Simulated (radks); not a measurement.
The nuclear charge of the strontium ion Sr+ is varied continuously with 37 electrons held in [Kr] 5s1. Calculated with a radial shooting solver on a logarithmic mesh with Libxc functionals: scalar-relativistic Kohn-Sham, r2SCAN, spin-polarised, spherical densities, finite nucleus; open shells are filled with parallel spins first (spin-orbit coupling, left out, can overturn this in heavy ions); meta-GGA in the generalised Kohn-Sham scheme; Fermi nuclear charge, rms radius 4.224 fm. By the Hellmann-Feynman theorem dE/dZ = E(electron-nucleus)/Z, the electronic potential at the nucleus (averaged over a nucleus of fixed radius). The scalar-relativistic energy here is not variational (the density holds large components alone), so the two differ by a part that grows with Z.

Z     E (hartree)  E(electron-nucleus)/Z (hartree)  HOMO  e(HOMO) (eV)  <r> HOMO (bohr)
37.5  -3079.84306                         -197.747    5s        -5.367            4.414
37.6  -3099.68879                         -198.455    5s        -6.007            4.297
37.7  -3119.60568                         -199.163    5s        -6.668            4.190
37.8  -3139.59372                         -199.871    5s        -7.347            4.091
37.9  -3159.65291                         -200.579    5s        -8.045            3.999
38    -3179.78325                         -201.287    5s        -8.762            3.914
38.1  -3199.98473                         -201.995    5s        -9.497            3.834
38.2  -3220.25735                         -202.702    5s       -10.249            3.758
38.3  -3240.60112                         -203.410    5s       -11.019            3.687
38.4  -3261.01603                         -204.118    5s       -11.805            3.621
38.5  -3281.50211                         -204.826    5s       -12.608            3.557

The central difference of E at Z = 38 is -201.659 hartree, to compare with the third column; the second derivative is -7.11 hartree.
